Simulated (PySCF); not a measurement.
Computed shifts of a molecule CH6ClFOSi2, PySCF with PBE/pcSseg-1, GIAO, gas phase, atoms alike by connectivity averaged where their shifts nearly agree, in ppm (number of nuclei): ¹³C: 60.5 (1). ²⁹Si: 17.0 (1), -77.8 (1). ¹⁹F: -178.3 (1). ¹H: 6.03 (1), 4.28 (1), 4.19 (3), 0.44 (1). References: ¹⁷O against H2O (σ = 334.3 ppm); ¹³C against TMS (σ = 182.0 ppm); ²⁹Si against TMS (σ = 335.4 ppm); ¹⁹F against CFCl3 (σ = 133.6 ppm); ³⁵Cl against HCl (σ = 936.5 ppm); ¹H against TMS (σ = 31.49 ppm), references at their B3LYP-D3(BJ)/def2-TZVP geometries, non-relativistic (without spin–orbit terms, shifts of atoms bonded to Cl or Br come out too high). The structure is a stationary point at B3LYP-D3(BJ)/def2-SVP. Other conformers were not sampled.

Question: Which structure fits?
A. C[SiH2][Si@](O)(F)Cl
B. O[C@H]([SiH3])[Si@@H](F)Cl
C. O[Si@@H](Cl)C[SiH2]F
D. O[Si@H](Cl)[C@H](F)[SiH3]

Answer: B, O[C@H]([SiH3])[Si@@H](F)Cl
